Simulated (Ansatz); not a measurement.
`FB1CO1` and `BB1CO1` differ in one atom or group.

Ansatz, PBE0-D4/def2-TZVP geometries, multiplicity 1. 

```csv
property,`FB1CO1`
HOMO energy (ωB97M-V/def2-TZVPP) / eV,-10.99
HOMO energy (B3LYP/def2-TZVPP) / eV,-8.43
HOMO energy (PBE/def2-TZVPP) / eV,-7.16
size of the dipole moment (ωB97M-V/def2-TZVPP) / D,1.64
HOMO–LUMO gap (ωB97M-V/def2-TZVPP) / eV,12.89
HOMO–LUMO gap (B3LYP/def2-TZVPP) / eV,8.62
```

(1) What does the change do to each property? (Best estimate.)

Results:

(1) Ansatz gave: 
| property | `BB1CO1` | shift |
| --- | --- | --- |
| HOMO energy (ωB97M-V/def2-TZVPP) / eV | -10.20 | 0.79 |
| HOMO energy (B3LYP/def2-TZVPP) / eV | -7.75 | 0.68 |
| HOMO energy (PBE/def2-TZVPP) / eV | -6.74 | 0.42 |
| size of the dipole moment (ωB97M-V/def2-TZVPP) / D | 1.18 | -0.46 |
| HOMO–LUMO gap (ωB97M-V/def2-TZVPP) / eV | 9.90 | -2.99 |
| HOMO–LUMO gap (B3LYP/def2-TZVPP) / eV | 5.30 | -3.32 |

With PBE0 the HOMO rises by 0.69 eV and the LUMO falls by 2.77 eV, so the gap narrows by about 3.46 eV. PBE moves the HOMO by 0.42 eV and ωB97M-V by 0.79 eV. The zero-point energy changes by 44.9 kJ/mol with +6 modes. Dipoles are sizes alone; their direction can turn.

B3LYP here is the variant with VWN-RPA as its local correlation; programs differ in this.
